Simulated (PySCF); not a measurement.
# Core binding energy against partial charge

Species: C₃H₅OPSi.
SMILES with atom numbers: `[SiH3:1][c:2]1[cH:3][o:4][cH:5][p:6]1`

Binding energies: delta-SCF UKS SCAN, pcX-2 on the ionised atom, pcseg-1 elsewhere, spin-free X2C (PySCF). Charges: PBE0/pcSseg-1 ground-state density, for the ionised atom.

| atom | environment | C 1s (eV) | Mulliken (e) | IAO (e) | Hirshfeld (e) | ESP (e) |
| --- | --- | --- | --- | --- | --- | --- |
| C2 | substituted aromatic carbon | 289.98 | -0.778 | -0.540 | -0.184 | -0.092 |
| C5 | aromatic CH next to a ring oxygen | 291.56 | -0.149 | -0.219 | -0.044 | -0.037 |
| C3 | aromatic CH next to a ring oxygen | 291.92 | +0.263 | +0.040 | +0.020 | -0.048 |

Q: Give the correlation coefficient and slope of binding energy on charge for each scheme.

A: Hirshfeld: r = 0.99, slope 9.8 eV per e; Mulliken: r = 0.97, slope 1.9 eV per e; IAO: r = 0.96, slope 3.4 eV per e; ESP: r = 0.93, slope 33.2 eV per e. On 3 points no scheme stands out.

Q: The point-charge model writes a binding energy as kq + V + constant, with V the potential of the other atoms' charges at the site. What does it give with the IAO charges?

A: V = Σ 14.40 eV Å × q/r over all other atoms: +5.03 eV at C2, +1.64 eV at C5, -2.86 eV at C3. Fitting binding energy − V to q gives k = 16.9 eV per e and leaves an rms residual of 0.23 eV, against 0.23 eV for the fit on q alone. The model has no term for differences in relaxation between sites.

Isolated species at its GFN2-xTB geometry, gas phase.
